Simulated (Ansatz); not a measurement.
Start from `OBN([SiH3])[SiH3]` and change one atom or group to get `FBN([SiH3])[SiH3]`.

Ansatz, PBE0-D4/def2-TZVP geometries, multiplicity 1. Each molecule was computed in one conformer, which needn't be the lowest.

```csv
property,`OBN([SiH3])[SiH3]`
LUMO energy (B3LYP/def2-TZVPP) / eV,0.03
HOMO–LUMO gap (B3LYP/def2-TZVPP) / eV,7.74
HOMO energy (PBE/def2-TZVPP) / eV,-6.65
size of the dipole moment (ωB97M-V/def2-TZVPP) / D,1.36
HOMO–LUMO gap (PBE0/def2-TZVPP) / eV,8.16
HOMO energy (PBE0/def2-TZVPP) / eV,-7.94
```

What does the change do to each property? (Best estimate.)

The calculation gave: 
| property | `FBN([SiH3])[SiH3]` | shift |
| --- | --- | --- |
| LUMO energy (B3LYP/def2-TZVPP) / eV | -0.29 | -0.32 |
| HOMO–LUMO gap (B3LYP/def2-TZVPP) / eV | 7.91 | 0.17 |
| HOMO energy (PBE/def2-TZVPP) / eV | -7.14 | -0.49 |
| size of the dipole moment (ωB97M-V/def2-TZVPP) / D | 1.22 | -0.14 |
| HOMO–LUMO gap (PBE0/def2-TZVPP) / eV | 8.36 | 0.20 |
| HOMO energy (PBE0/def2-TZVPP) / eV | -8.43 | -0.49 |

With PBE0 the HOMO falls by 0.49 eV and the LUMO falls by 0.29 eV, so the gap widens by about 0.20 eV. PBE moves the HOMO by -0.49 eV and ωB97M-V by -0.48 eV. Dipoles are sizes alone; their direction can turn.

B3LYP here is the variant with VWN-RPA as its local correlation; programs differ in this.
